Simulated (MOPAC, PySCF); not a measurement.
C3H3Cl, SMILES `C=C=CCl`, neutral singlet in the gas phase. 

Cartesian coordinates (Å):
SMILES: C=C=CCl
```xyz
7

C     -1.3602     0.0110    -0.0353
C     -0.0637    -0.0703    -0.0050
C      1.2293    -0.1641     0.0243
Cl     2.2781     1.2329     0.1163
H     -1.9477     0.0050     0.8764
H     -1.8991     0.0884    -0.9735
H      1.7632    -1.1029    -0.0033
```
Charge 0, spin multiplicity 1.

All levels are single points at this geometry (B3LYP-D3(BJ)/def2-TZVP); Pople sets use spherical d functions. Orbital energies aren't observables, and empty levels follow the basis.

```json
[
 {"level": "PBE-D3(BJ)/def2-TZVP in PySCF", "HOMO (eV)": "-6.20", "LUMO (eV)": "-1.84", "gap (eV)": "4.36", "dipole (D)": "1.63", "vertical IE, Delta-SCF (eV)": "9.40"},
 {"level": "TPSSh-D3(BJ)/def2-TZVP in PySCF", "HOMO (eV)": "-6.74", "LUMO (eV)": "-1.26", "gap (eV)": "5.48", "dipole (D)": "1.73", "vertical IE, Delta-SCF (eV)": "9.45"},
 {"level": "B3LYP/3-21G in PySCF", "HOMO (eV)": "-7.08", "LUMO (eV)": "-0.71", "gap (eV)": "6.36", "dipole (D)": "2.06", "vertical IE, Delta-SCF (eV)": "–"},
 {"level": "SVWN5/6-31G* in PySCF", "HOMO (eV)": "-6.10", "LUMO (eV)": "-1.71", "gap (eV)": "4.39", "dipole (D)": "1.82", "vertical IE, Delta-SCF (eV)": "9.47"},
 {"level": "HF/3-21G in PySCF", "HOMO (eV)": "-10.12", "LUMO (eV)": "3.44", "gap (eV)": "13.56", "dipole (D)": "2.44", "vertical IE, Delta-SCF (eV)": "–"},
 {"level": "PM6 in MOPAC", "HOMO (eV)": "-9.93", "LUMO (eV)": "-0.11", "gap (eV)": "9.82", "dipole (D)": "1.82", "vertical IE, Delta-SCF (eV)": "–"}
]
```
